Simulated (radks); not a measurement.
Problem. These are the eigenvalues of the occupied orbitals of an atom or ion with whole-number occupations (hartree). Method: non-relativistic Kohn-Sham, SCAN, spin-unpolarised, spherical densities, point nucleus; meta-GGA in the generalised Kohn-Sham scheme; computed with a radial shooting solver on a logarithmic mesh with Libxc functionals.

| orbital | eigenvalue |
|---|---|
| 1s | -6.80733 |
| 2s | -0.38201 |
| 2p | -0.14699 |

Which element is it, and in what charge state? The configuration may be excited.

Solution. Z = 5, boron, charge 0: B in [He] 2s1 2p2. The list shows which subshells hold electrons but not how many an open one holds; the 1s level, -6.8073 hartree, gives Z - s = 3.7 by -(Z - s)^2/2, which with screening narrows Z to a few neighbours, and the depths of the outer levels then fix element, charge and occupations together.
